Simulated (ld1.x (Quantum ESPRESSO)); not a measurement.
**Which change was made? (Al, RRKJ)**

```
Element                 : aluminium
Generator               : ld1.x (Quantum ESPRESSO) 7.5
Type                    : norm-conserving RRKJ (Kleinman–Bylander form)
Functional              : PBE
Relativity              : scalar-relativistic
Frozen core             : [He]
Valence charge          : 11
Reference configuration : 2s2 2p6 3s2 3p1
Partial waves           : 2s (bound): rc 0.80 bohr; 2p (bound): rc 0.45 bohr
Local potential         : all-electron potential smoothed inside 0.45 bohr (lloc = -1)
Core correction         : none
```

Occupied shells without a wave of their own: 3p, 3s. They enter only through the test configuration that unscreens the potential.

Cutoffs, loose and tight: the cutoffs (Ry, on a coarse ladder) from which the occupation-weighted sum of valence levels, in a spherical-Bessel basis at the reference potential, stays within 10 and 1 mRy of its value at 400 Ry. They do not see the model core or the augmentation charge, which bear on the density cutoff. Test errors are all-electron minus pseudo excitation energies from the reference, over the configurations 2s2 2p6 3s2 3p0; 2s2 2p6 3s1 3p0; 2s2 2p6 3s0 3p0; 2s2 2p6 3s2 3p1.3; 2s1 2p6 3s2 3p1; 2s2 2p6 3s0 3p3; 2s2 2p5 3s2 3p1; variants that change the core or the reference have their own tests.

The base gives: outcome: generated; bound ghosts: none; largest test error (meV): -202.

After one change the result is: outcome: generated; bound ghosts: none; largest test error (meV): -504. Which change was it?
A. wave 2s (bound): rc 0.80 bohr becomes 2s (bound): rc 1.10 bohr
B. wave 2s (bound): rc 0.80 bohr becomes 2s (bound): rc 0.76 bohr
C. wave 2s (bound): rc 0.80 bohr becomes 2s (bound): rc 1.00 bohr
D. wave 2s (bound): rc 0.80 bohr becomes 2s (bound): rc 0.84 bohr

C. The others give: wave 2s (bound): rc 0.80 bohr becomes 2s (bound): rc 0.84 bohr → outcome: generated; bound ghosts: none; largest test error (meV): -256 | wave 2s (bound): rc 0.80 bohr becomes 2s (bound): rc 1.10 bohr → outcome: generated, misses its reference levels by 0.15 eV; bound ghosts: none; largest test error (meV): -607 | wave 2s (bound): rc 0.80 bohr becomes 2s (bound): rc 0.76 bohr → outcome: generated; bound ghosts: none; largest test error (meV): -157.
